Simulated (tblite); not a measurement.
A tight-binding relaxation on `C#C[Si@H](Br)C#C[SiH2]C`.

Computed with GFN2-xTB geometry optimisation, gas phase (tblite 0.8.0). Start geometry: from a force field or distance geometry. A driver script takes a list of jobs; this job's settings line and coordinates (Å) are shown.

Command:
```bash
OMP_NUM_THREADS=1 python probes_run.py task.json out
```

Input:
```
{"job": {"kind": "relax", "xc": "GFN2-xTB", "basis": "xTB"}, "charge": 0, "multiplicity": 1}
C     -3.910800    -1.381200    -1.645300
C     -3.419800    -0.703200    -0.794400
Si    -2.617700     0.338500     0.557100
Br    -2.946900     2.482900     0.021400
C     -0.779400     0.052800     0.695500
C      0.402700    -0.125600     0.768400
Si     2.259300    -0.392400     0.887500
C      3.203000     0.723800    -0.244200
H     -4.361000    -1.974800    -2.408400
H     -3.286900     0.080900     1.865500
H      2.696700    -0.158700     2.287400
H      2.566900    -1.813500     0.567300
H      3.002200     1.773200    -0.007100
H      4.278600     0.547600    -0.168100
H      2.908600     0.557900    -1.289300
```

Output:
```
step      E/eV     max force
  0    -590.57819    1.821
  1    -590.52673    3.878
  2    -590.65588    0.516
  3    -590.65987    0.875
  4    -590.67084    0.355
  5    -590.67671    0.258
  6    -590.68206    0.333
  7    -590.68624    0.309
  8    -590.68968    0.142
  9    -590.69217    0.131
... (47 lines left out)
 57    -590.70448    0.024
 58    -590.70452    0.012
 59    -590.70453    0.011
 60    -590.70455    0.012
 61    -590.70458    0.018
 62    -590.70462    0.019
 63    -590.70464    0.012
 64    -590.70466    0.011
 65    -590.70467    0.010
 66    -590.70468    0.010
```

«max force» is the largest atomic force in eV/Å.

Question: From which step on does the largest force stay under 0.1 eV/Å, and how much energy is left to gain from there?

Answer: From step 12 (0.066 eV/Å), 7.8 meV above the end.

In short: energy lowered by 2.9 kcal/mol over 66 steps; largest atomic force 0.010 eV/Å at the end.

Question: Where do the atoms end?

Answer: 0.121 Å rms from the input after alignment:
```
atom  x, y, z in Å
C1    -3.8133   -1.3423   -1.6382
C2    -3.3133   -0.7081   -0.7485
Si3   -2.5683    0.3137    0.5941
Br4   -2.7680    2.4617   -0.0537
C5    -0.7647   -0.0345    0.7291
C6     0.4297   -0.2136    0.8104
Si7    2.2653   -0.4643    0.9288
C8     3.0889    0.7482   -0.2740
H9    -4.2480   -1.9043   -2.4140
H10   -3.2938    0.2013    1.8516
H11    2.6556   -0.1908    2.3174
H12    2.5437   -1.8578    0.5605
H13    2.8349    1.7774   -0.0338
H14    4.1713    0.6573   -0.2381
H15    2.7755    0.5640   -1.2984
```

Question: Estimate the wall time. Hardware: Intel Xeon at 2.50 GHz, one thread, shared host.

Answer: About 1.9 s.
Labels such as C1 count atoms from 1, the log's own numbers from 0.
